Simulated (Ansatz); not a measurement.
`CCO[Si](F)(F)F`. Total charge 0; spin multiplicity 1.

Cartesian coordinates in Å:
```
C -1.405 -1.067 0.786
C -0.720 0.121 0.166
O 0.642 -0.214 -0.098
Si 1.748 0.725 -0.762
F 1.351 1.178 -2.216
F 3.094 -0.073 -0.840
F 1.992 2.039 0.068
H -1.375 -1.924 0.111
H -2.449 -0.827 0.997
H -0.918 -1.347 1.721
H -1.209 0.405 -0.772
H -0.753 0.984 0.840
```

(1) List the harmonic frequencies (cm⁻¹, unscaled) at PBE0-D4/def2-TZVP in Ansatz. (Estimate.)

(2) Is this a minimum?

(3) Give the ideal-gas thermochemistry at 298.15 K and 1 bar (rigid rotor, harmonic oscillator; point group Cs, symmetry number 1).

Answers

(1) Computed: 22, 52, 98, 244, 265, 280, 300, 384, 384, 449, 736, 813, 890, 987, 1011, 1026, 1128, 1178, 1182, 1320, 1396, 1427, 1475, 1491, 1516, 3039, 3060, 3080, 3140, 3146.

(2) Yes, all 30 modes are real.

(3) Zero-point energy 212.5 kJ/mol; H(298) − E = 237.2 kJ/mol; entropy 392.9 J/(mol·K), of which translation 169.6, rotation 118.8, vibration 104.6; G(298) − E = 120.0 kJ/mol. Modes under 100 cm⁻¹ are hindered rotations or soft bends, so the harmonic entropy is rough.
